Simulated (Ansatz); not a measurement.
Relaxation of Cl₄FHOTa (8 atoms, charge 0, multiplicity 2), to a largest force component of 0.03 eV/Å in at most 50 steps.

Method: UKS PBE/def2-SVP in Ansatz.

```xyz
8
Properties=species:S:1:pos:R:3:forces:R:3
Ta -0.690 -0.062 -0.060 0.26 0.02 -0.01
Cl 2.966 -0.183 0.057 -1.48 -0.09 -0.54
O 0.279 -0.285 1.533 0.02 -0.01 0.00
H 1.261 -0.332 1.626 0.02 0.00 0.01
Cl -0.142 -0.127 -2.304 0.00 0.00 0.00
Cl -1.398 2.121 0.133 0.00 0.00 0.00
F -1.812 -1.565 0.014 0.00 -0.01 0.01
Cl 4.862 -0.016 0.909 1.17 0.10 0.54
```

Question: Where does it end, and by what steps?

Answer: It converged. After 24 steps the energy has fallen by 2.033 eV; Cl8 moved furthest, 1.51 Å. Joined: Ta1–Cl2 (3.66 → 2.49 Å).

```json
{"step": "0", "energy less start (eV)": "0.0000", "largest force component (eV/Å)": "1.479", "accepted": "yes"}
{"step": "1", "energy less start (eV)": "-0.1588", "largest force component (eV/Å)": "1.097", "accepted": "yes"}
{"step": "2", "energy less start (eV)": "-0.3841", "largest force component (eV/Å)": "0.845", "accepted": "yes"}
{"step": "3", "energy less start (eV)": "-0.7463", "largest force component (eV/Å)": "1.151", "accepted": "yes"}
{"step": "4", "energy less start (eV)": "-1.1453", "largest force component (eV/Å)": "0.751", "accepted": "yes"}
{"step": "5", "energy less start (eV)": "-1.2796", "largest force component (eV/Å)": "1.098", "accepted": "yes"}
{"step": "6", "energy less start (eV)": "-1.3900", "largest force component (eV/Å)": "0.671", "accepted": "yes"}
{"step": "7", "energy less start (eV)": "-1.4975", "largest force component (eV/Å)": "0.647", "accepted": "yes"}
{"step": "8", "energy less start (eV)": "-1.6074", "largest force component (eV/Å)": "0.448", "accepted": "yes"}
{"step": "9", "energy less start (eV)": "-1.7079", "largest force component (eV/Å)": "0.323", "accepted": "yes"}
{"step": "10", "energy less start (eV)": "-1.8041", "largest force component (eV/Å)": "0.398", "accepted": "yes"}
{"step": "11", "energy less start (eV)": "-1.8837", "largest force component (eV/Å)": "0.574", "accepted": "yes"}
{"step": "12", "energy less start (eV)": "-1.9127", "largest force component (eV/Å)": "0.809", "accepted": "yes"}
{"step": "13", "energy less start (eV)": "-1.9083", "largest force component (eV/Å)": "0.365", "accepted": "no"}
{"step": "14", "energy less start (eV)": "-1.9332", "largest force component (eV/Å)": "0.349", "accepted": "yes"}
{"step": "15", "energy less start (eV)": "-1.9420", "largest force component (eV/Å)": "0.087", "accepted": "yes"}
{"step": "16", "energy less start (eV)": "-1.9476", "largest force component (eV/Å)": "0.267", "accepted": "yes"}
{"step": "17", "energy less start (eV)": "-1.9536", "largest force component (eV/Å)": "0.618", "accepted": "yes"}
{"step": "18", "energy less start (eV)": "-1.9694", "largest force component (eV/Å)": "0.487", "accepted": "yes"}
{"step": "19", "energy less start (eV)": "-2.0002", "largest force component (eV/Å)": "0.710", "accepted": "yes"}
{"step": "20", "energy less start (eV)": "-1.9933", "largest force component (eV/Å)": "0.336", "accepted": "no"}
{"step": "21", "energy less start (eV)": "-2.0209", "largest force component (eV/Å)": "0.200", "accepted": "yes"}
{"step": "22", "energy less start (eV)": "-2.0309", "largest force component (eV/Å)": "0.120", "accepted": "yes"}
{"step": "23", "energy less start (eV)": "-2.0320", "largest force component (eV/Å)": "0.099", "accepted": "yes"}
{"step": "24", "energy less start (eV)": "-2.0325", "largest force component (eV/Å)": "0.026", "accepted": "yes"}
```

```xyz
8
Properties=species:S:1:pos:R:3
Ta -0.103 -0.044 -0.114
Cl 2.163 0.849 -0.653
O 0.751 -0.865 1.297
H 1.740 -0.710 1.569
Cl -0.079 -1.025 -2.210
Cl -0.848 2.115 0.202
F -1.778 -0.798 0.298
Cl 3.480 0.029 1.518
```

Whether the end is a true minimum wasn't checked by a vibrational analysis.

The run took 2.1 min on 4 threads of Arm Neoverse V2 (shared host), peak memory 0.3 GiB.
